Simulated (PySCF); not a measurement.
H3Si, SMILES [SiH3-], charge -1. Geometry optimised at PBE-D3(BJ)/def2-TZVPD.

The numbers are results of PBE-D3(BJ)/def2-TZVPD in PySCF 2.14.0, not measurements.

Harmonic wavenumbers (cm⁻¹): 843, 916, 916, 1833, 1833, 1840. Rotational constants (GHz): 111.3, 111.3, 97.74; symmetry number 3.

Question: Work out the zero-point energy and the ideal-gas rigid-rotor harmonic-oscillator thermochemistry at 298.15 K and 1 atm.

Answer: ZPE = ½ Σ hcν = ½ × 8180 cm⁻¹ = 48.93 kJ/mol. H − E(el) = 59.30 kJ/mol. Entropy in J/(mol K): translation 151.62, rotation 58.80, vibration 1.87, total 212.28. G − E(el) = -4.00 kJ/mol. Cp = 39.98 J/(mol K).
